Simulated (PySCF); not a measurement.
# Reading the logs of faulty runs: BGeH5OSi

All numbers below are calculated, not measured. They come from PySCF 2.14.0, an open-source quantum chemistry program, on an isolated molecule that a program drew, which may never have been made. The molecule is BGeH5OSi (charge 0, singlet), drawn as the SMILES string `BO[Si][GeH3]`.

Each row is a Hartree-Fock (HF) and frozen-core CCSD(T) single point in the cc-pV(D+d)Z basis, meant for a local HF minimum. Run 1 is clean. Each other run has one planted mistake out of seven kinds, and not every kind appears here: one electron removed, one electron added, multiplicity raised by two, geometry at a saddle point, minimal basis STO-3G, one bond length entered in bohr, all coordinates scaled. The reference is restricted for singlets and unrestricted otherwise, and also for a bond in bohr. Adding or removing an electron swaps singlet and doublet. Electrons count all cores. HOMO and LUMO are orbital energies over both spins, the gradient is its largest component, and the lowest frequency (negative if imaginary) is given only where the gradient is small. Bond lengths are over the 8 bonds as drawn. T1 is the CCSD diagnostic: over 0.02 (restricted) or 0.045 (unrestricted) a single reference is doubtful. Germanium has the cc-pVDZ-PP basis, with a core potential (ECP10MDF) in place of its 10 inner electrons, and its 3s, 3p and 3d shells are frozen in CCSD(T).

Geometry of the clean run:
```xyz
9
BGeH5OSi, angstrom
B    -2.3408   -3.1030   -0.7697
O    -1.3217   -2.3035   -1.1368
Si   -0.0944   -1.4003   -1.7674
Ge    0.5063   -0.2527    0.3563
H    -2.1017   -4.2158   -0.3863
H    -3.4643   -2.6831   -0.8311
H     0.9041   -1.2843    1.4277
H    -0.7016    0.5316    0.9005
H     1.6744    0.7359    0.2040
```

| run | electrons | basis functions | <S^2> | HOMO (eV) | LUMO (eV) | gradient (hartree/bohr) | lowest frequency (cm^-1) | mean bond (Å) | longest bond (Å) | T1 | HF (hartree) | CCSD(T) (hartree) | mistake |
|---|---|---|---|---|---|---|---|---|---|---|---|---|---|
| 1 | 64 | 99 | 0.000 | -8.27 | 0.64 | 1.9e-05 | 42 | 1.5628 | 2.488 | 0.0189 | -684.79154 | -685.30567 | no fault |
| 2 | 64 | 99 | 0.000 | -7.99 | 1.04 | 1.1e-01 | - | 1.4112 | 2.246 | 0.0166 | -684.69509 | -685.19726 | all coordinates scaled |
| 3 | 65 | 99 | 0.772 | -1.21 | 7.19 | 6.4e-02 | - | 1.5628 | 2.488 | 0.0203 | -684.80078 | -685.32342 | one electron added |
| 4 | 63 | 99 | 0.781 | -15.79 | -6.33 | 6.1e-02 | - | 1.5628 | 2.488 | 0.0231 | -684.52435 | -685.01093 | ? |

**Which mistake was planted in run 4, and what did it cost?**

It counts 63 electrons, one fewer than the clean run, at the same geometry and basis. So the mistake is: one electron removed. Subtracting run 1 and multiplying by 627.51 kcal/mol a hartree, the energy moved by 167.7 kcal/mol in HF and 185.0 kcal/mol in CCSD(T).

